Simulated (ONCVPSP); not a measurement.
## Pm (Z = 61): one change to an ONCV potential, before and after

Pm, optimised norm-conserving Vanderbilt (ONCV), made with ONCVPSP 4.0.1 (LDA (Perdew-Wang 92), scalar-relativistic). Core [Kr] 4d10 4f4, reference 5s2 5p6 5d1 6s1.5 (charge +0.5). Waves: 5s+6s: rc 2.35 bohr, ncon 4, nbas 9, qcut 4.7 1/bohr, 3 projectors, debl 3.3 Ha; 5p: rc 2.15 bohr, ncon 3, nbas 6, qcut 6.3 1/bohr, 1 projector; 5d: rc 3.80 bohr, ncon 4, nbas 9, qcut 3.4 1/bohr, 1 projector. Local part: polynomial inside 2.10 bohr (lpopt 5, dvloc0 2 Ha). Core correction: polynomial model core, fcfact 0.5.

Change: s: nbas 7.

Cutoffs: the cutoffs (Ha) at which the residual kinetic energy of the hardest occupied pseudo-wave falls to 1 and 0.1 mHa per electron; they do not see the model core or the augmentation charge, which bear on the density cutoff. Errors are all-electron minus pseudo energies relative to the spin-unpolarised reference configuration.

Q: Predict the effect on cutoff, ghosts and configuration errors.

A: The potential gets neither clearly harder nor softer (12 Ha and 15 Ha → 12 Ha and 15 Ha); the errors of the 4 common tests hardly move; neither file shows a bound ghost.

```tsv
quantity	base	changed
cutoff, loose	12 Ha	12 Ha
cutoff, tight	15 Ha	15 Ha
loose cutoff by channel	s 7.8 Ha, p 12 Ha, d 4.7 Ha	s 8.2 Ha, p 12 Ha, d 4.7 Ha
bound ghosts	none	none
GHOST(+) flags under 300 eV	none	none
error for 5s2 5p6 5d1 6s2, meV [ΔE -2.64 eV]	-0.2	-0.2
error for 5s2 5p6 5d1 6s1, meV [ΔE 3.92 eV]	-2.4	-2.4
error for 5s2 5p6 5d1 6s0, meV [ΔE 15.78 eV]	-28	-28
error for 5s2 5p6 5d1 6s0 6p1, meV [ΔE 7.33 eV]	+30	+31
s: phases at 2.38 bohr within 0.05 rad from the reference energy up to (Ha; the scan ends near 5)	to the end of the scan	to the end of the scan
p: phases at 2.18 bohr within 0.05 rad from the reference energy up to (Ha; the scan ends near 5)	0.7	0.7
d: phases at 3.85 bohr within 0.05 rad from the reference energy up to (Ha; the scan ends near 5)	0.2	0.2
rms error of d²Exc/dni dnj with the model core, mHa	1.08	1.04
```
